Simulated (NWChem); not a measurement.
System: C3H4ClF; SMILES C/C(Cl)=C\F

All runs: NWChem. Coordinates come from a PBE0/def2-SVP optimisation. Hybrids' shares of exact exchange are those that their runs print; pure functionals count as 0. The functionals differ in more than this share.

```csv
row,share of exact exchange,orbital gap (eV)
PBE/def2-SVP,0.00,5.02
TPSS/def2-SVP,0.00,5.25
B3LYP/def2-SVP,0.20,6.81
B97-2/def2-SVP,0.21,6.97
PBE0/def2-SVP,0.25,7.28
Hartree-Fock/def2-SVP,1.00,withheld
```

Q: Fit a straight line of the last column on the one before it, predict the withheld value, and compare with the run.

A: 
1. Means of the 5 shown rows: x = 0.132, y = 6.266. Slope Σ(x − x̄)(y − ȳ)/Σ(x − x̄)² = 0.5101/0.05948 = 8.577; intercept 5.134.
2. The shown rows scatter about the line by 0.076 (root mean square); the largest residual is +0.12, at TPSS/def2-SVP.
3. At x = 1.00 (Hartree-Fock/def2-SVP; beyond the shown range) the line gives 13.71.
4. The run gives 14.08, +0.37 from the line, 4.8 times the scatter.
